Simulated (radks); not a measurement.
Values are calculated unless marked as measured or tabulated.
Species: Tc32+. Configuration: [Ne] 3s1.

Level of theory: scalar-relativistic Kohn-Sham, PBE, spin-unpolarised, spherical densities, point nucleus (a radial shooting solver on a logarithmic mesh with Libxc functionals).

Energy parts (eV):
total: -94673.545
kinetic: 98350.615
electron-nucleus: -203544.406
Hartree: 12529.674
exchange-correlation: -2009.428

Orbitals (lengths in bohr, moments of r in powers of bohr; <r^-3> diverges for s and p1/2; r(90%) holds 90 % of the orbital's charge):
orbital,occ.,eigenvalue (eV),<r^-3>,r(90%)
1s,2,-22657.78,-,0.0614
2s,2,-4662.356,-,0.226
2p,6,-4369.857,2875,0.207
3s,1,-1872.047,-,0.515

The highest occupied level is 3s at -1872.0 eV. The density falls to 0.001 e/bohr^3 at r = 0.86 bohr. Summed over all electrons, <r^2> = 0.3159 bohr^2, which gives a Langevin (diamagnetic) susceptibility term of -0.25 x 10^-6 cm^3/mol. For comparison, the ionisation energy in NIST's Atomic Spectra Database is 1900.3 eV (semi-empirical). In exact Kohn-Sham theory the highest level is minus the ionisation energy, but local and semilocal functionals leave it too shallow, through self-interaction and a potential that decays too fast; potentials with the right tail come closer.

Beside tabulated values, note that spin-unpolarised runs miss the spin-polarisation part of the exchange energy of open shells.
